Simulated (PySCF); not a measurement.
An element was calculated at PBE0 (PySCF 2.14, spin-free X2C, a triple-zeta basis, no spin-orbit coupling), in the ground configurations that NIST lists.

| Item | Value |
| --- | --- |
| first ionisation energy | 9.248 eV |
| second ionisation energy | 20.718 eV |
| third ionisation energy | 32.744 eV |

Q: Which element is it?

A: Gold (Au, Z = 79), in ANO-RCC-VTZP. NIST lists 9.226, 20.203 ± 0.025, 30 ± 1.6 eV for these ionisation energies.
